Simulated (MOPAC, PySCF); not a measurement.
C7H8OS2Si, SMILES `COc1sc2ccsc2c1[SiH3]` (C–O–C–S torsion 1°), neutral singlet in the gas phase. 

Cartesian coordinates (Å):
```xyz
19

C      2.6347    -1.9779     0.4385
O      2.1599    -0.6589     0.3396
C      0.8566    -0.4596     0.1351
S     -0.2736    -1.7971    -0.0294
C     -1.5796    -0.6765    -0.2444
C     -2.9790    -0.7980    -0.4617
C     -3.5619     0.4366    -0.5634
S     -2.4316     1.7401    -0.3999
C     -1.1211     0.6356    -0.1848
C      0.2842     0.7878     0.0341
Si     1.2656     2.3675     0.1740
H      2.1654    -2.5074     1.2861
H      3.7166    -1.9146     0.6051
H      2.4416    -2.5411    -0.4913
H     -3.5280    -1.7362    -0.5389
H     -4.6144     0.6609    -0.7295
H      0.3163     3.5100     0.0118
H      1.9341     2.4767     1.5054
H      2.3142     2.4523    -0.8862
```
Charge 0, multiplicity 1.

All levels are single points at this geometry (PBE0-D3(BJ)/def2-SVP); Pople sets use spherical d functions. Orbital energies aren't observables, and empty levels follow the basis.

HF/6-31G* in PySCF gives gap (eV) = 10.66.

Question: Estimate the gap (eV) from each of these levels: M06-2X/def2-TZVP in PySCF; B3LYP/3-21G in PySCF; B3LYP/6-31G* in PySCF; AM1 in MOPAC; PM6 in MOPAC.

Answer: 
```tsv
level	gap (eV)
M06-2X/def2-TZVP in PySCF	7.04
B3LYP/3-21G in PySCF	4.95
B3LYP/6-31G* in PySCF	4.88
AM1 in MOPAC	8.10
PM6 in MOPAC	8.02
```
